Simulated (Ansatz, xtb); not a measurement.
## Two isomers of C3H4ClF3

We compare a, `FC(F)(F)CCCl`, a singlet, with b, `C[C@H](Cl)C(F)(F)F`, a singlet. Both are isolated molecules in the gas phase, relaxed with PBE0-D3(BJ)/def2-SVP; each stands in its lowest conformer found.

a (Å):

```csv
atom,x (Å),y (Å),z (Å)
C,-0.3898,-1.5439,1.0149
C,-0.2501,-0.3483,0.1077
C,1.1848,0.1235,-0.0037
Cl,1.2989,1.5374,-1.0814
F,0.3323,-2.5816,0.5751
F,0.0286,-1.2701,2.2565
F,-1.6594,-1.9417,1.0959
H,-0.6423,-0.6283,-0.8807
H,-0.8898,0.4526,0.5059
H,1.8293,-0.6632,-0.4177
H,1.5815,0.4194,0.9765
```

b (Å):

```tsv
atom	x (Å)	y (Å)	z (Å)
C	-3.1899	-0.1668	-0.4114
C	-2.0612	-0.8905	0.2861
C	-0.8207	-0.0200	0.4340
Cl	-2.5688	-1.4556	1.9020
F	0.1718	-0.6684	1.0327
F	-1.0680	1.0903	1.1237
F	-0.3935	0.3430	-0.7824
H	-3.4902	0.7181	0.1665
H	-2.8694	0.1536	-1.4135
H	-4.0563	-0.8329	-0.5125
H	-1.7478	-1.7829	-0.2746
```

Quicker runs give these differences E(b) − E(a): GFN2-xTB +4.20 kJ/mol; HF/STO-3G +6.39 kJ/mol (at GFN2-xTB geometries); r2SCAN-D4/def2-SVP +0.34 kJ/mol (at GFN2-xTB geometries).

Estimate E(b) − E(a) at the level CCSD(T)/def2-SVP + ΔMP2/def2-TZVPP.

Not settled: CCSD(T)/def2-SVP + ΔMP2/def2-TZVPP gives E(b) − E(a) = +4.30 kJ/mol, but this leans on the basis-set step: CCSD(T) alone gives +0.21 kJ/mol.

Level by level:

```csv
level,geometry,E(b) − E(a) (kJ/mol),departure from the last row (kJ/mol),"job, with rough time for the two"
GFN2-xTB,GFN2-xTB,+4.20,−0.10,"optimisation, 0.19 s"
HF/STO-3G,GFN2-xTB,+6.39,+2.08,"single point, 0.68 s"
r2SCAN-D4/def2-SVP,GFN2-xTB,+0.34,−3.96,"single point, 5 s"
PBE0-D3(BJ)/def2-SVP,PBE0-D3(BJ)/def2-SVP,+2.75,−1.55,"optimisation, 34 s"
HF/def2-SVP,PBE0-D3(BJ)/def2-SVP,+8.78,+4.48,part of the CCSD(T) run
MP2/def2-SVP,PBE0-D3(BJ)/def2-SVP,−0.60,−4.90,part of the CCSD(T) run
CCSD(T)/def2-SVP,PBE0-D3(BJ)/def2-SVP,+0.21,−4.10,single point
CCSD(T)/def2-SVP + ΔMP2/def2-TZVPP,PBE0-D3(BJ)/def2-SVP,+4.30,,"single point, 68 s"
```

As drawn, both hold the same kinds of bond in the same numbers. Structure a has 0 methyl groups, b 1.

r2SCAN-D4/def2-SVP, MP2/def2-SVP, CCSD(T)/def2-SVP find them nearly level. The largest departure from CCSD(T)/def2-SVP + ΔMP2/def2-TZVPP is that of MP2/def2-SVP, 4.90 kJ/mol. The last row adds to CCSD(T) the change of the MP2 difference between the two basis sets, here +4.10 kJ/mol.

With thermal terms from frequencies at re-optimised GFN2-xTB minima (ideal gas, soft modes damped towards free rotors, one conformer each, 298.15 K, 1 atm): on the last row, ΔE + ΔZPE = +3.54, ΔH = +3.85, ΔG = +5.15 kJ/mol.

The correlated steps freeze 11 core orbitals. Mirror images aren't counted in ΔG. Run with Ansatz 0.2.0, xtb 6.7.1; the last row on 2 threads of Intel(R) Xeon(R) Processor @ 2.70GHz on a shared host.
